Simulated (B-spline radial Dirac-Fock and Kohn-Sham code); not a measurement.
# Two-hole binding energies of Ti³⁺

System: the Ti³⁺ ion in the configuration [Ar] 3d1, inside a Watson sphere of charge -3 and radius 1.6 Å (a model of the Madelung potential; inside it an electron's potential energy is raised by 27.0 eV).

Input file task.json (cfg lists n, l and occupation; rrms is the nuclear radius in fm):

```json
{"items": [{
  "Z": 22,
  "q": 3,
  "cfg": [[1, 0, 2], [2, 0, 2], [2, 1, 6], [3, 0, 2], [3, 1, 6], [3, 2, 1]],
  "A": 48,
  "rrms": 3.5921,
  "watson": [-3, 1.6],
  "do": ["binding", "quiet", "double"]
}]}
```

Command: `python xray_run.py task.json out`

The computed values come from a radial finite-basis atomic code: Dirac-Fock ΔSCF + Breit + QED. U is the two-hole binding energy less the two single-hole energies, the effective repulsion of the holes after relaxation. Each two-hole energy is an average over J within one jj subconfiguration.

| holes | E(a) (eV) | E(b) (eV) | E(ab) (eV) | U (eV) |
| --- | --- | --- | --- | --- |
| 1s⁻² | 4987.0 | 4987.0 | 10285.1 | 311.0 |
| 1s⁻¹ 3p1/2⁻¹ | 4987.0 | 52.97 | 5066.7 | 26.7 |
| 1s⁻¹ 3p3/2⁻¹ | 4987.0 | 52.28 | 5065.8 | 26.5 |
| 2s⁻² | 585.4 | 585.4 | 1227.3 | 56.4 |
| 2s⁻¹ 2p1/2⁻¹ | 585.4 | 483.7 | 1120.6 | 51.5 |
| 2p1/2⁻² | 483.7 | 483.7 | ? | ? |
| 2p3/2⁻² | 478.1 | 478.1 | 1017.4 | 61.3 |
| 2s⁻¹ 3p1/2⁻¹ | 585.4 | 52.97 | 663.1 | 24.7 |
| 2p3/2⁻¹ 3s⁻¹ | 478.1 | 82.95 | 586.7 | 25.7 |
| 2p1/2⁻¹ 3p3/2⁻¹ | 483.7 | 52.28 | 561.0 | 25.0 |
| 2p3/2⁻¹ 3p1/2⁻¹ | 478.1 | 52.97 | 556.2 | 25.1 |
| 3p1/2⁻² | 52.97 | 52.97 | 126.9 | 21.0 |
| 3p1/2⁻¹ 3p3/2⁻¹ | 52.97 | 52.28 | 124.9 | 19.7 |
| 3p3/2⁻² | 52.28 | 52.28 | 124.6 | 20.0 |

Q: Give the missing two-hole energy and U.

A: E(ab) = 1032.0 eV and U = 64.6 eV.
